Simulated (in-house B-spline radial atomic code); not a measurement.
Values are calculated unless marked as measured or tabulated.
**Co in an electron gas of r_s = 2.2: phase shifts, screening, friction and resistivity**

A nucleus sits in a uniform electron gas with a rigid positive background. The Kohn-Sham equations are solved self-consistently in the spin-unpolarised LDA (PW92), non-relativistic, on B-splines with outgoing waves at the boundary and partial waves to l = 8. The model has no lattice, no bands and no magnetic solution. Atomic units; δ_l are the phase shifts at the Fermi level, counted so that each bound state adds π, and good to about 0.0005.

The density parameter is r_s = 2.2 bohr, near that of the valence electrons of Ga (3 per atom, density 5.91 g/cm³, mass 69.72 u, which gives r_s = 2.19).

```json
{"l": "0", "δ_l (rad)": "9.2405"}
{"l": "1", "δ_l (rad)": "6.4434"}
{"l": "2", "δ_l (rad)": "2.7464"}
{"l": "3", "δ_l (rad)": "0.0107"}
{"l": "4", "δ_l (rad)": "0.0027"}
{"l": "5", "δ_l (rad)": "0.0002"}
{"l": "6", "δ_l (rad)": "0.0000"}
{"l": "7", "δ_l (rad)": "-0.0002"}
{"l": "8", "δ_l (rad)": "-0.0002"}
```

Bound levels below the band bottom (hartree): s -274.9, s -31.65, p -27.43, s -2.974, p -1.718.

Check the Friedel sum rule, and say where the screening charge sits.

k_F = (9π/4)^(1/3)/r_s = 0.87234. The rule is Z = (2/π) Σ (2l + 1) δ_l. The terms are s 5.883, p 12.306, d 8.742, f 0.048 and 0.013 beyond, in all 26.991 against Z = 27. Bound states hold 6 s, 12 p, 0 d electrons, so the scattering states carry 8.99 in all; where a term is smaller than its bound count, the bound level has drawn weight out of the band.

Find the transport cross section and the electronic stopping of a 10 keV Co ion (mass 58.93 u).

σ_tr = (4π/k_F²) Σ (l + 1) sin²(δ_l − δ_(l+1)). The terms for l = 0 to 3 are 0.1141, 0.5561, 0.4677, 0.0003, all together 1.1381, so σ_tr = 16.513 × 1.1381 = 18.794 bohr². With n = 3/(4π r_s³) = 0.02242, the friction coefficient is Q = n k_F σ_tr = 0.3676. For v well below v_F = 0.872, dE/dx = Q v; with 24801 eV per u at v = 1, v = √(10000/(24801 × 58.93)) = 0.0827, so dE/dx = 0.03040 hartree/bohr = 15.6 eV/nm. The largest term couples the p and d waves.

What residual resistivity would 1 atomic per cent of such centres give in Ga?

Δρ = k_F n_i σ_tr/n in atomic units of 21.74 μΩ·cm. With one host atom per 3 electrons, n_i/n = 0.01/3, so Δρ = 0.8723 × 0.00333 × 18.794 × 21.74 = 1.19 μΩ·cm. This is an atom added to the gas, as on an interstitial site.

On a substitutional site the background of one host ion, a sphere holding 3 charges, is taken out. The phase shifts for l = 0 to 4 become 8.7265, 5.9185, 2.3614, -0.0616, -0.0140. What follows?

The Friedel sum is now 23.99, for Z − 3 = 24. The sum in σ_tr is 1.7430, so σ_tr = 28.78 bohr² and Δρ = 1.82 μΩ·cm per atomic per cent, 1.53 times the value above. A real host ion scatters too, so this model doesn't give zero even for the host's own atom.
